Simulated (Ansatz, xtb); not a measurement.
# C3H7ClSi2: 6 structures ranked

6 gas-phase structures of C3H7ClSi2, from a drawn sample of its isomers (lower ones may exist). Each was relaxed with GFN2-xTB; where two conformers were screened, the lower at r2SCAN-D4/def2-SVP is listed:

A. `CC#C[Si@H]([SiH3])Cl`, a singlet
B. `Cl[C@H]1C=C[SiH2][SiH2]1`, a singlet
C. `C[Si@H](Cl)C#C[SiH3]`, a singlet
D. `Cl[Si@@H]1CC=C[SiH2]1`, a singlet
E. `C[SiH2]C#C[SiH2]Cl`, a singlet
F. `C#CC[Si@H]([SiH3])Cl`, a singlet

Task: Estimate their order in r2SCAN-D4/def2-SVP energy at these geometries, lowest first.

Result: Calculated order at r2SCAN-D4/def2-SVP: D (0.0), C (69.5), E (78.3), A (116.2), B (159.8), F (160.2) kJ/mol. Less than 1 kcal/mol parts B and F, so the order within that pair means little.

Energies above the lowest of each column, in kJ/mol; the last columns are at B3LYP-D3(BJ)/def2-SVP geometries and were run for some of them only (a dash: not run or not comparable):

```csv
structure,GFN2-xTB,HF/STO-3G,r2SCAN-D4/def2-SVP,B3LYP-D3(BJ)/def2-SVP,CCSD(T)/def2-SVP + ΔMP2/def2-TZVPP
D,0.0,0.0,0.0,0.0,0.0
C,58.8,85.3,69.5,62.5,38.4
E,55.2,91.8,78.3,71.9,46.0
A,59.4,135.0,116.2,–,–
B,125.2,164.5,159.8,–,–
F,97.6,185.8,160.2,–,–
```

Every level run on D puts it lowest or level with the lowest. Flexible structures stand in one conformer each, not always the lowest. C keeps a small imaginary mode. Frequencies (GFN2-xTB) were run for C, D, E alone. ΔMP2 is the change of the MP2 energy from the smaller to the larger basis.

Over these structures GFN2-xTB departs from r2SCAN-D4/def2-SVP by 20.0 kJ/mol on average once a common shift is removed. A GFN2-xTB relaxation took about 0.12 s and the r2SCAN-D4/def2-SVP energy about 2 s on a shared host (Ansatz 0.2.0, xtb 6.7.1).
